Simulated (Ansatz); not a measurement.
HfSe2, relaxed as a quintet with UKS PBE-D4/def2-TZVP in Ansatz, starting from the PBE-D4/def2-TZVP geometry of the neutral singlet. Force threshold 0.02 eV/Å.

In the def2 sets Hf takes a core potential; there is no spin–orbit coupling. The relaxation made no stability test and no search for a lower SCF solution. At PBE-D4/def2-TZVP a singlet of charge 0 lies 3.39 eV below the quintet, each at its own geometry. The structure comes from a short search, and lower isomers may exist.

Start:

```xyz
3

Hf   -0.6623    0.5794    0.2332
Se    0.6899   -0.6293    1.7463
Se   -0.0276    0.0499   -1.9795
```

Problem. Estimate the energy that the relaxation releases and the steps that it takes.

Solution. 11.8 kcal/mol, in 5 steps; 4 s on 4 threads of AMD EPYC 9R45 on a shared host. The force fell under the threshold at step 4, but the optimiser went on. No frequencies were taken in this run, so the end may be a saddle point.

Problem. Does the start keep its bonding and symmetry?

Solution. By distances, no bond broke or formed. The bond that changes most is Hf1–Se2, from 2.36 to 2.56 Å (atoms count from 1). Point group C2v at the start, C2v at the end, both within 0.05 Å.

Problem. Predict the relaxed structure.

Solution. 
| atom | x (Å) | y (Å) | z (Å) |
| --- | --- | --- | --- |
| Hf1 | -0.552 | 0.483 | 0.194 |
| Se2 | 0.702 | -0.645 | 2.114 |
| Se3 | -0.150 | 0.162 | -2.308 |
Bond lengths: 2 × Hf–Se 2.56 Å.
